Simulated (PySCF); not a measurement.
Computed with PBE0 in PySCF with Au def2-TZVP with ECP60, H def2-TZVP; scalar-relativistic core potentials, no spin–orbit coupling; density-fitted integrals. Open shells, if any, are unrestricted.

Question: What spin state, shape and geometry does isolated AuH₂⁺ take (every ligand bound to Au)?

Answer: Formally Au is in oxidation state +3, d8, with 2 unpaired electrons (the high-spin count). The Mulliken spin on Au is 0.85, so most of the spin sits on the ligands and the formal count fails. The polar-tensor charge on Au, 0.51, is far below the formal one. The lowest minimum found is a triplet of C2v symmetry with Au–H 1.672 Å (×2); H–Au–H 157.8°. Its harmonic wavenumbers are 462 (a1), 1106 (b2), 1739 (a1) cm⁻¹ and its dipole moment is 0.21 D about the centre of mass.

Only a few start shapes were tried, so a lower isomer may exist. Open d and f shells are described by one determinant, and the ground state may have another occupation or spin. Spin–orbit coupling, left out here, can matter for elements this heavy.
